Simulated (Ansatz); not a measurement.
The first iterations of a band of BrH + ClH3HfO3 (10 atoms, charge 0, multiplicity 1).

All numbers below come from Ansatz, RKS PBE0/def2-SVP.

```json
{
  "movable images": "5",
  "climbing image": "yes",
  "spring": "5.0 eV/Å²",
  "optimiser": "quadratic models (default)",
  "start path": "through a guess of the saddle point",
  "force threshold": "0.05 eV/Å",
  "iteration limit": "60",
  "end points": "relaxed"
}
```

First end point:

```xyz
10
Properties=species:S:1:pos:R:3
Hf -0.215 -0.358 0.120
Cl 0.013 0.006 2.493
O 1.527 -0.532 -0.648
H 2.374 -0.501 -1.088
O -1.146 1.128 -0.642
H -1.505 1.896 -1.082
O -1.214 -1.968 -0.162
H -1.691 -2.745 -0.445
Br 1.961 3.116 1.667
H 1.256 2.004 2.241
```

Last end point:

```xyz
10
Properties=species:S:1:pos:R:3
Hf 0.277 0.450 -0.457
Cl -0.285 -0.542 3.796
O 1.692 -0.274 -1.528
H 2.301 -0.778 -2.064
O -0.996 1.393 -1.536
H -1.717 1.710 -2.076
O -0.578 -0.924 0.549
H -0.870 -1.417 1.319
Br 1.247 2.017 1.322
H 0.288 0.414 3.128
```

| iteration | highest image above the first end (eV) | largest band force component (eV/Å) |
| --- | --- | --- |
| 1 | 3.392 | 12.975 |
| 2 | 1.472 | 2.434 |
| 3 | 0.942 | 1.677 |
| 4 | 0.599 | 0.824 |
| 5 | 0.475 | 0.340 |
| 6 | 1.005 | 3.187 |
| 7 | 0.795 | 2.823 |
| 8 | 0.394 | 1.441 |
| 9 | 0.365 | 1.956 |

Question: Does the band converge within its limit, and where does its top end?

Answer: It converged. It ended after 28 iterations with the highest image 0.341 eV above the first end. A structure lower than the last end lies on the path between it and the top, so the climb from that side starts below the end, which may itself be a saddle point or a shallow side well. A vibrational analysis at the climbing image gives one clearly imaginary mode, 105i cm⁻¹: a first-order saddle point. The orbitals stay closed-shell, which can raise the energy where a bond breaks towards radicals; this wasn't checked here.

Run time: 5.5 min on 4 threads of Intel(R) Xeon(R) 6975P-C (Granite Rapids), on a shared host, peak memory 0.5 GiB.
